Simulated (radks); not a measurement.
Values are calculated unless marked as measured or tabulated.
Nb+, configuration [Kr] 4d4 (the NIST ground configuration).

Code: a radial shooting solver on a logarithmic mesh with Libxc functionals. Model: Dirac Kohn-Sham, PBE, spin-unpolarised, spherical densities, point nucleus; open shells fill j = l - 1/2 first.

Energy parts (eV):
total: -103944.271
kinetic: 107599.073
electron-nucleus: -250779.272
Hartree: 42467.515
exchange-correlation: -3231.587

Orbitals (lengths in bohr, moments of r in powers of bohr; r(max) is where P^2 peaks; r(90%) holds 90 % of the orbital's charge):
1s1/2: occ. 2; eigenvalue (eV) -18806.16; r(max) 0.02349; r(90%) 0.0646; <r^2> 0.001757; small-component weight 2.23e-02
2s1/2: occ. 2; eigenvalue (eV) -2635.270; r(max) 0.1333; r(90%) 0.244; <r^2> 0.02938; small-component weight 4.56e-03
2p1/2: occ. 2; eigenvalue (eV) -2418.866; r(max) 0.1039; r(90%) 0.220; <r^2> 0.02224; small-component weight 4.56e-03
2p3/2: occ. 4; eigenvalue (eV) -2323.084; r(max) 0.1076; r(90%) 0.226; <r^2> 0.02361; small-component weight 4.42e-03
3s1/2: occ. 2; eigenvalue (eV) -444.8789; r(max) 0.3957; r(90%) 0.655; <r^2> 0.2251; small-component weight 1.20e-03
3p1/2: occ. 2; eigenvalue (eV) -363.4049; r(max) 0.3833; r(90%) 0.664; <r^2> 0.2243; small-component weight 1.15e-03
3p3/2: occ. 4; eigenvalue (eV) -347.8922; r(max) 0.3925; r(90%) 0.679; <r^2> 0.2349; small-component weight 1.11e-03
3d3/2: occ. 4; eigenvalue (eV) -204.0616; r(max) 0.3330; r(90%) 0.691; <r^2> 0.2241; small-component weight 9.93e-04
3d5/2: occ. 6; eigenvalue (eV) -201.1741; r(max) 0.3357; r(90%) 0.696; <r^2> 0.2276; small-component weight 9.81e-04
4s1/2: occ. 2; eigenvalue (eV) -64.6489; r(max) 1.033; r(90%) 1.69; <r^2> 1.529; small-component weight 2.59e-04
4p1/2: occ. 2; eigenvalue (eV) -42.2623; r(max) 1.108; r(90%) 1.91; <r^2> 1.893; small-component weight 2.14e-04
4p3/2: occ. 4; eigenvalue (eV) -40.1759; r(max) 1.134; r(90%) 1.96; <r^2> 1.988; small-component weight 2.05e-04
4d3/2: occ. 4; eigenvalue (eV) -9.3315; r(max) 1.486; r(90%) 3.35; <r^2> 5.185; small-component weight 9.31e-05
4d5/2: occ. 0; eigenvalue (eV) -9.1656; r(max) 1.499; r(90%) 3.39; <r^2> 5.307; small-component weight 9.12e-05

The highest occupied level is 4d3/2 at -9.331 eV. For comparison, the ionisation energy in NIST's Atomic Spectra Database is 14.320 eV (semi-empirical). In exact Kohn-Sham theory the highest level is minus the ionisation energy, but local and semilocal functionals leave it too shallow, through self-interaction and a potential that decays too fast; potentials with the right tail come closer. Summed over all electrons, <r^2> = 39.84 bohr^2, which gives a Langevin (diamagnetic) susceptibility term of -31.6 x 10^-6 cm^3/mol. The density falls to 0.001 e/bohr^3 at r = 4.08 bohr.

Beside tabulated values, note that spin-unpolarised runs miss the spin-polarisation part of the exchange energy of open shells.
